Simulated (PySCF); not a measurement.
**Nuclear quadrupole coupling in `C1CCC([Si@H]2CCCO2)C1`**

Species: C8H16OSi.
Structure used (PBE0-D3(BJ)/def2-SVP), in Å, numbered top down from 1:
```
atom  x, y, z in Å
C1    -2.691   -0.687    0.867
C2    -2.913    0.415   -0.184
C3    -1.510    0.978   -0.515
C4    -0.509    0.067    0.216
Si5    1.131    0.872    0.626
C6     2.469   -0.282    1.295
C7     3.698    0.221    0.523
C8     3.227    0.644   -0.871
O9     1.993    1.322   -0.755
C10   -1.301   -0.407    1.441
H11   -3.478   -0.714    1.636
H12   -2.684   -1.677    0.383
H13   -3.564    1.210    0.212
H14   -3.417    0.020   -1.078
H15   -1.426    2.014   -0.142
H16   -1.305    1.024   -1.595
H17   -0.295   -0.814   -0.418
H18    0.865    2.080    1.472
H19    2.614   -0.268    2.385
H20    2.222   -1.320    1.011
H21    4.118    1.103    1.038
H22    4.504   -0.528    0.460
H23    3.108   -0.246   -1.520
H24    3.958    1.308   -1.362
H25   -0.854   -1.280    1.941
H26   -1.359    0.403    2.192
```

Field gradients from the PBE0/pcSseg-1 density (PySCF, non-relativistic), principal values in atomic units, ordered |Vxx| ≤ |Vyy| ≤ |Vzz|:

| atom | Vxx | Vyy | Vzz |
| --- | --- | --- | --- |
| O9 | -0.4656 | -1.2385 | 1.7041 |

Find the asymmetry η = (Vxx − Vyy)/Vzz and the couplings χ = eQV/h (234.96 MHz × Q in barn × V in au), with Q(17O) = −0.0256 b.

| atom | environment | nucleus | η | χzz (MHz) | χxx (MHz) | χyy (MHz) |
| --- | --- | --- | --- | --- | --- | --- |
| O9 | silyl ether oxygen | 17O | 0.45 | -10.25 | 2.80 | 7.45 |

What is Vzz at O9 in SI units (1 au = 9.71736 × 10²¹ V/m²)?

1.7041 au = 16.559 × 10²¹ V/m².

And the gradient at the other heavy atoms, for which no coupling is worked out here?

```csv
atom,environment,Vzz (au),η
C1,ring CH2 carbon,0.056,0.81
C2,ring CH2 carbon,0.070,0.82
C3,ring CH2 carbon,0.090,0.63
C4,sp3 carbon bound to silicon,-0.124,0.42
Si5,oxygen-bound silicon,0.586,0.42
C6,sp3 carbon bound to silicon,-0.118,0.64
C7,ring CH2 carbon,0.065,0.72
C8,sp3 carbon bound to oxygen,0.376,0.15
C10,ring CH2 carbon,0.062,0.41
```

Were the hydrogens deuterons (Q(2H) = 0.00286 b), χzz would run from 92 kHz (H18) to 202 kHz (H19).

One conformer (not necessarily the lowest) at the PBE0-D3(BJ)/def2-SVP geometry, without solvent, vibrations or thermal averaging. With a basis this small, the couplings can be 20 % off.
